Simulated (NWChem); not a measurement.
A series in which one site is exchanged, each optimised at B3LYP/6-31G* with NWChem, gas phase unless a solvent is named. Pople sets run with spherical d functions. This build's default masses of Se (78.918 u) and Br (79.917 u) are each other's, which moves their modes by up to 0.6 %. Shieldings are non-relativistic GIAO values without spin-orbit effects.

A: [F][Al]([Cl])[Br] (AlBrClF; site = Br)
B: [F][AlH][Cl] (AlHClF; site = H)
C: [F][Al]([Cl])[F] (AlClF2; site = F)
D: [F][Al]([Cl])[Cl] (AlCl₂F; site = Cl)

Values for A:

```
Property                                            Value
--------------------------------------------------  -----
dipole (D), B3LYP/6-31G*                             0.34
static polarisability, CAM-B3LYP/def2-SVPD (bohr³)   56.2
Al absolute shielding, B3LYP/6-31G* (ppm)           490.8
```

Problem. How do these values change for the other members?

Solution. 
```
change from A                                           B      C      D
--------------------------------------------------  -----  -----  -----
dipole (D), B3LYP/6-31G*                            +0.99  -0.30  -0.27
static polarisability, CAM-B3LYP/def2-SVPD (bohr³)  -18.1  -22.1   -7.9
Al absolute shielding, B3LYP/6-31G* (ppm)           -13.9  +32.1   +9.6
```
